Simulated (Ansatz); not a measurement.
Stepwise reaction of `[OH][GeH2][OH]` with hydrogen, as a gas-phase model of exchange steps in deposition or etching. ΔE in kJ/mol.

Gas-phase electronic energies from Ansatz, PBE0-D4/def2-TZVP geometries. CCSD(T)/CBS adds triple-zeta CCSD(T) − MP2 to the extrapolated MP2 energy (def2 sets, frozen cores). This one scheme is used for every species. Functionals use def2-TZVPP. B3LYP here is the variant with VWN-RPA as its local correlation; programs differ in this. For Ge outer-core shells are correlated without core-valence functions, which leaves a few kJ/mol of doubt a bond. Scalar relativity is left out up to krypton. One conformer a species, not always the lowest.

```csv
step,reaction,PBE-D4,B3LYP-D4,ωB97M-V,CCSD(T)/CBS
1,`[OH][GeH2][OH]` + H₂ → `[OH][GeH3]` + H₂O,19.6,21.1,21.0,19.9
2,`[OH][GeH3]` + H₂ → GeH₄ + H₂O,-4.3,-1.4,-2.6,-4.4
```

(1) By hand: ΔE of the 2 steps together at CCSD(T)/CBS.

## Answers

(1) (19.9) + (-4.4) = 15.5 kJ/mol, or 7.7 kJ/mol a step.

In ΔE each step is lower than the one before. PBE-D4 differs from CCSD(T)/CBS by -0.3 to 0.1 kJ/mol a step. Isolated molecules leave out the surface, adducts and barriers. Largest T1 diagnostic: 0.012.
